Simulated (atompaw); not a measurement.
## u(r) = r·R(r): atom against pseudo-atom (H (Z = 1))

Columns: radius, all-electron u(r) and pseudo u(r) of the 1s shell (level -6.33 eV) of hydrogen in the configuration 1s1; PBEsol, non-relativistic, PAW (atompaw) scheme, atompaw 4.2.0.5.

```tsv
r (bohr)	all-electron	pseudo
0.029	0.0530	0.0443
0.058	0.1029	0.0883
0.087	0.1499	0.1316
0.115	0.1927	0.1727
0.144	0.2343	0.2140
0.173	0.2734	0.2540
0.202	0.3100	0.2923
0.231	0.3444	0.3288
0.260	0.3765	0.3634
0.288	0.4054	0.3949
0.317	0.4335	0.4254
0.346	0.4596	0.4538
0.375	0.4839	0.4800
0.404	0.5064	0.5042
0.433	0.5273	0.5263
0.462	0.5466	0.5464
0.490	0.5638	0.5642
0.519	0.5802	0.5809
0.548	0.5953	0.5960
0.577	0.6091	0.6097
0.606	0.6217	0.6222
0.635	0.6331	0.6334
0.663	0.6430	0.6432
0.692	0.6523	0.6524
0.721	0.6607	0.6607
0.750	0.6680	0.6680
```

Question: How many radial nodes do the two functions have?

Answer: The all-electron 1s function has n − l − 1 = 0; the pseudo-wave has 0.

Question: Is the pseudo-wave norm-conserving?

Answer: No, it belongs to a PAW set: the norm inside the radius is not constrained, and the difference is carried by the augmentation charge.
